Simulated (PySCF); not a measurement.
HCl₃HfO, singlet, at a GFN2-xTB geometry (such geometries of metal compounds can be far from the true shape) (core potentials on Hf).

Here is a job for PySCF.
```python
from pyscf import gto, scf, dft

mol = gto.Mole()
mol.atom = '''
    Hf   -0.14925711    0.14034048    0.03130687
    Cl    1.67998636    1.13370639   -0.80467477
    Cl    0.56239264   -0.67929444    1.99434686
    Cl   -0.64878279   -1.60501277   -1.29865558
    O    -1.72626897    1.07595861    0.00766214
    H    -2.53447159    0.84803059   -0.46267216
'''
mol.basis = 'def2-sv(p)'
mol.ecp = {'Hf': 'def2-sv(p)'}
mol.verbose = 4
mol.build()

mf = dft.RKS(mol)
mf.xc = 'm062x'
mf = mf.density_fit(auxbasis='def2-universal-jkfit')
mf.kernel()
mf.analyze()
```

Task: What does this run give for the number of basis functions, HOMO-LUMO gap, HOMO energy, dipole moment, total energy?

Result: 
The number of basis functions is 95. The HOMO-LUMO gap comes out as 10.25 eV and the HOMO energy is -10.66 eV. The dipole moment comes out as 2.74 D and the total energy comes out as -1504.0470 Eh.
